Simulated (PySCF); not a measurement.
# Pt+ (platinum, charge +1): r2SCAN calculation

Configuration: [Xe] 4f14 5d9, 2D determinant. Computed with PySCF 2.14 in cc-pVDZ-PP with ECP60MDF, with a scalar-relativistic core potential.

```json
{
 "Total energy": "-119.0761 hartree",
 "One-electron energy": "-203.0097 hartree",
 "Hartree (Coulomb) energy": "95.4233 hartree",
 "Exchange-correlation energy": "-11.4897 hartree",
 "⟨S²⟩": "1.1186",
 "⟨L²⟩": "7.273",
 "Sum of ⟨r⟩": "23.77 bohr",
 "Sum of ⟨r²⟩": "40.15 bohr²",
 "Traceless quadrupole moment −½Σ⟨3z² − r²⟩ along its main axis": "-0.435 e·bohr²",
 "Time after the integrals": "2.3 s of wall time on 1 thread of Neoverse-N1 (shared host)"
}
```

```tsv
shell	electrons	mean orbital energy (eV)	spread (eV)	rms radius, mean of both spins (bohr)
5s α	1	-112.62	0	1.03
5s β	1	-111.85	0	1.03
5p α	3	-67.004	1.206	1.19
5p β	3	-66.081	0.080	1.19
5d α	5	-15.318	1.663	1.81
5d β	4	-14.629	0.320	1.81
```

⟨L²⟩ = 7.27 against 6 for a pure D term, so this real determinant mixes terms. Energies and moments cover only the electrons outside the core potential. Spin-orbit coupling, absent here, splits the open shell strongly. ⟨S²⟩ = 1.12 against 0.75 shows spin contamination.
